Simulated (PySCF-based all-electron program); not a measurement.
The numbers below are computed, except where a source is named.
## Bond force of MnF, septet

Method: all-electron DFT (in-house code on PySCF), basis-limit composite values; the spin-free Dirac equation, no spin–orbit coupling, spin-unrestricted, lowest state found (another of this spin can lie close). Forces are good to about 0.006 eV/Å. A positive force pushes the atoms apart.

| r (Å) | PBE (eV/Å) | HSE06 (eV/Å) |
| --- | --- | --- |
| 1.5606 | 10.951 | ? |
| 1.6524 | 5.539 | ? |
| 1.836 | -0.096 | ? |

Problem. Fill in the missing HSE06 forces.

Solution. 1.5606 Å: 11.268 eV/Å; 1.6524 Å: 5.708 eV/Å; 1.836 Å: -0.116 eV/Å.

Problem. Between which listed lengths does the HSE06 force vanish, and at which of the two is it smaller?

Solution. Between 1.652 and 1.836 Å. The force is smaller at 1.836 Å.
